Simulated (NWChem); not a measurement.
# C4H3FO; SMILES Fc1ccco1

```xyz
9

F     -0.0288    -1.9726     0.0000
C      0.0879    -0.6724     0.0000
C      1.1739     0.1426     0.0000
C      0.6197     1.4665     0.0000
C     -0.7322     1.3221     0.0000
O     -1.0588     0.0001     0.0000
H      2.2169    -0.1608     0.0000
H      1.1685     2.4059     0.0000
H     -1.5661     2.0175     0.0000
```
Atoms are numbered in this order, from 1.

Results from NWChem. Geometry optimised at PBE0/def2-SVP; all other runs use it. 

```
quantity                                                   level  value
--------------------------------------------  ------------------  -----
solvation free energy (kcal/mol) in n-hexane  PBE0/def2-SVP, SMD   -2.5
vertical ionisation energy, ΔSCF (eV)               PBE/def2-SVP    [?]
vertical, lowest excitation, singlet (eV)     PBE/def2-SVPD, TDA    [?]
anisotropy (bohr³), static                         PBE/def2-SVPD   23.6
dipole (D)                                         PBE0/def2-SVP   1.50
highest harmonic frequency (cm⁻¹)                  PBE0/def2-SVP    [?]
```

**Question.** What belongs in the gaps?

**Answer.** 
- vertical ionisation energy, ΔSCF (eV), value: 8.79
- vertical, lowest excitation, singlet (eV), value: 5.90
- highest harmonic frequency (cm⁻¹), value: 3320
